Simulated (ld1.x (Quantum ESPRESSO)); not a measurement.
N (Z = 7) TM: all-electron and pseudo phase curves

nitrogen (N), norm-conserving Troullier–Martins (Kleinman–Bylander form), made with ld1.x (Quantum ESPRESSO) 7.5 (LDA (PZ), scalar-relativistic). Core [He], reference 2s2 2p3. Waves: 2s (bound): rc 1.10 bohr; 3d channel at -0.05 Ry: rc 1.95 bohr; 2p (bound): rc 2.20 bohr. Local part: the p channel. Core correction: a·sin(br)/r model core, default radius (core density twice the valence density).

The phase is arctan(r·u′/u) with u = r·R(r), unwrapped; energies in Ry, scanned from -3 to 5 Ry. A pole is an energy at which the radial function vanishes at the test radius. The pseudo phase is shifted by a multiple of π to meet the all-electron one at the reference energy, and phase errors are pseudo minus all-electron; the curves can meet again beyond the range given. Levels narrower than the energy grid can be missing from the lists of poles.

Q: For each channel, where are the poles, and over which energies does the pseudopotential scatter like the atom?

A:

| channel | radius (bohr) | reference energy (Ry) | poles, all-electron | poles, pseudo | unbroken range about the reference energy with phases within 0.05 rad | phase error 1 Ry above the reference energy (rad) |
| --- | --- | --- | --- | --- | --- | --- |
| s | 2.39 | -1.35 | -1.04 | -1.04 | below 0.7 | +0.012 |
| p | 2.39 | -0.53 | -0.15 | -0.14 | below 0.8 | +0.029 |
| d | 2.39 | -0.05 | 3.77 | 3.53 | below 4.1 | -0.003 |

Phases in the s channel:

```
E (Ry)  all-electron  pseudo
 -3.00         1.278   1.282
 -2.52         1.221   1.226
 -2.04         1.080   1.088
 -1.56        -0.017  -0.003
 -1.08        -1.547  -1.544
 -0.60        -1.733  -1.724
 -0.12        -1.832  -1.817
  0.36        -1.935  -1.905
  0.84        -2.087  -2.026
  1.32        -2.387  -2.242
  1.80        -3.081  -2.724
  2.28        -3.902  -3.589
  2.76        -4.285  -4.153
  3.24        -4.457  -4.397
  3.72        -4.553  -4.522
  4.20        -4.616  -4.601
  4.68        -4.661  -4.657
```
